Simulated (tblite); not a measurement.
Isomers of C7H11FO. Level: GFN2-xTB in tblite, geometry and Hessian alike; calculated harmonic values, unscaled, isolated species. This tight-binding method is rough: wavenumbers can miss measured ones by several per cent, in bad cases by 10 to 20. One conformer each.

Electronic energies: GFN2-xTB at the same geometries; isomer energies are rough at this level and their order can be wrong.

| SMILES | electronic energy, lowest = 0 (kJ/mol) |
| --- | --- |
| CC1(C(=O)F)CCCC1 | 8.2 |
| CC[C@@H]1CC[C@@H]1C(=O)F | 79.6 |
| O=C(F)C1CCCCC1 | 0.0 |
| CO/C=C\C/C(C)=C\F | 210.8 |

**Question.** How do GFN2-xTB zero-point energies change the relative energies?

**Answer.** 
```
                  SMILES  ZPE (kJ/mol)  of it from modes above 1550 cm⁻¹  electronic (kJ/mol)  with ZPE, lowest = 0 (kJ/mol)  lowest mode (cm⁻¹)  rings
          O=C(F)C1CCCCC1         445.0                             207.2                  0.0                            0.0                  42      1
        CC1(C(=O)F)CCCC1         441.4                             209.4                  8.2                            4.6                  31      1
CC[C@@H]1CC[C@@H]1C(=O)F         439.1                             209.3                 79.6                           73.8                  47      1
       CO/C=C\C/C(C)=C\F         426.6                             218.9                210.8                          192.5                  17      0
```

The zero-point energies span 18.4 kJ/mol, from `CO/C=C\C/C(C)=C\F` to `O=C(F)C1CCCCC1`. The order is unchanged.

**Question.** What do entropy and thermal enthalpy add at 298.15 K and 1 bar (rigid rotor, harmonic oscillator, one conformer each)?

**Answer.** 
| SMILES | point group | symmetry number | S (J/(mol K)) | H − H(0) (kJ/mol) | ZPE + H − H(0) − TS (kJ/mol) |
| --- | --- | --- | --- | --- | --- |
| O=C(F)C1CCCCC1 | C1 | 1 | 378.7 | 24.49 | 356.5 |
| CC1(C(=O)F)CCCC1 | C1 | 1 | 398.0 | 26.37 | 349.1 |
| CC[C@@H]1CC[C@@H]1C(=O)F | C1 | 1 | 405.0 | 27.36 | 345.7 |

Not tabulated: `CO/C=C\C/C(C)=C\F` (lowest mode only 17 cm⁻¹).
